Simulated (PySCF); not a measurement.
Species: C6H11Cl.
Bonds: Cl1–C2, C2–C3, C3–C4, C4–C5, C5–C6, C6–C7, C2–C7. Hydrogens: H8 on C2; H9, H10 on C3; H11, H12 on C4; H13, H14 on C5; H15, H16 on C6; H17, H18 on C7.

Level: CAM-B3LYP/def2-SVPD in PySCF, non-relativistic, on one gas-phase PBE0-D3(BJ)/def2-SVP geometry that isn't relaxed in the solvent. The solvent is an IEF-PCM continuum (van der Waals radii × 1.2), and excitations are vertical TDDFT with non-equilibrium linear response and a frozen core. Specific hydrogen bonds and non-electrostatic terms are outside this model.

Gas-phase singlets (H = HOMO, L = LUMO):

```json
{"state": "S1", "E (eV)": "7.272", "λ (nm)": "170", "f": "0.002", "leading configurations": "H→L+1 57%, H→L+2 18%"}
{"state": "S2", "E (eV)": "7.374", "λ (nm)": "168", "f": "0.003", "leading configurations": "H-1→L+1 58%, H-1→L+2 19%"}
{"state": "S3", "E (eV)": "7.996", "λ (nm)": "155", "f": "0.018", "leading configurations": "H→L 73%, H→L+4 12%"}
{"state": "S4", "E (eV)": "8.115", "λ (nm)": "153", "f": "0.026", "leading configurations": "H-1→L 74%, H-1→L+4 12%"}
{"state": "S5", "E (eV)": "8.570", "λ (nm)": "145", "f": "0.019", "leading configurations": "H→L+4 36%, H-2→L 19%"}
```

How does the list change in chloroform (ε = 4.711)?

```
state  E (eV)  λ (nm)      f  leading configurations  change by rank (eV)
   S1   7.304     170  0.003      H→L+1 43%, H→L 29%               +0.032
   S2   7.424     167  0.006  H-1→L+1 42%, H-1→L 29%               +0.050
   S3   8.072     154  0.035      H→L 54%, H→L+1 22%               +0.076
   S4   8.215     151  0.043  H-1→L 55%, H-1→L+1 21%               +0.100
   S5   8.596     144  0.015    H-2→L 45%, H→L+3 30%               +0.026
```

What are the lowest 5 singlets in methanol (ε = 32.61)?

```json
{"state": "S1", "E (eV)": "7.320", "λ (nm)": "169", "f": "0.003", "leading configurations": "H→L 40%, H→L+1 31%", "change by rank (eV)": "+0.048"}
{"state": "S2", "E (eV)": "7.447", "λ (nm)": "166", "f": "0.007", "leading configurations": "H-1→L 39%, H-1→L+1 29%", "change by rank (eV)": "+0.073"}
{"state": "S3", "E (eV)": "8.104", "λ (nm)": "153", "f": "0.037", "leading configurations": "H→L 44%, H→L+1 32%", "change by rank (eV)": "+0.108"}
{"state": "S4", "E (eV)": "8.256", "λ (nm)": "150", "f": "0.042", "leading configurations": "H-1→L 44%, H-1→L+1 30%", "change by rank (eV)": "+0.141"}
{"state": "S5", "E (eV)": "8.598", "λ (nm)": "144", "f": "0.009", "leading configurations": "H-2→L 54%, H→L+3 22%", "change by rank (eV)": "+0.028"}
```

How do the frontier levels move from gas to methanol?

```
orbital  gas (eV)  solvent (eV)  change (eV)                   Löwdin shares, gas                Löwdin shares, solvent
 LUMO+2      1.88          1.99        +0.11   Cl1 27 %, H13 12 %, C5 8 %, C2 8 %  Cl1 25 %, H13 13 %, C5 10 %, H15 6 %
 LUMO+1      1.57          1.62        +0.05            Cl1 50 %, C2 13 %, H8 9 %    Cl1 42 %, C2 11 %, H8 10 %, C7 6 %
   LUMO      1.19          1.30        +0.11    Cl1 12 %, C7 9 %, C3 9 %, H18 8 %     Cl1 44 %, C2 10 %, C7 5 %, C3 5 %
   HOMO     -9.54         -9.57        -0.03            Cl1 60 %, C2 11 %, H8 6 %     Cl1 45 %, C2 12 %, H8 7 %, C4 5 %
 HOMO-1     -9.65         -9.71        -0.06    Cl1 65 %, C2 10 %, C3 7 %, C7 7 %     Cl1 45 %, C2 13 %, C3 8 %, C7 8 %
 HOMO-2    -10.36        -10.16        +0.20    C5 17 %, C4 14 %, C6 14 %, C3 9 %    C5 17 %, C4 14 %, C6 14 %, Cl1 8 %
 HOMO-3    -10.36        -10.22        +0.14  C5 15 %, C6 13 %, C4 13 %, Cl1 13 %   Cl1 29 %, C5 12 %, C6 10 %, C4 10 %
```

The HOMO–LUMO gap goes from 10.73 to 10.87 eV. Rows go by rank; for HOMO-3, HOMO-2 and LUMO the atom shares or the degeneracy differ between the runs, so the row needn't follow one orbital. Shares within a degenerate set are those of one arbitrary member.
